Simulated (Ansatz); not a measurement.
Calculated with Ansatz (gas phase, PBE0-D4/def2-TZVP geometries, no zero-point term in ΔE). CBS: MP2 limit from def2 TZ/QZ plus the TZ coupled-cluster correction, frozen cores. This one scheme is used for every species. Functionals use def2-TZVPP. Each species was taken in one conformer, which may not be the lowest.

`B/C=C/CF` + `[CH3][AlH][OH]` → `B[O][AlH][CH3]` + `C=CCF`  (ligand exchange at a B–C bond)

```csv
level,ΔE (kJ/mol)
PBE-D4,-105.9
r2SCAN-D4,-111.1
SCS-MP2/def2-TZVPP,-114.6
HF/def2-QZVPP,-125.9
```

(1) What does CCSD(T)/CBS give? (An estimate is asked.)

Largest T1 diagnostic among the species: 0.013.

## Answers

(1) Ansatz gave: -112.7 kJ/mol. The listed levels differ from it by 6.8, 1.6, -1.9, -13.2 kJ/mol.

In def2-TZVPP, CCSD(T) changes the Hartree–Fock value by +11.3 kJ/mol (the triples alone add +2.1 kJ/mol) and MP2 by +14.3 kJ/mol.
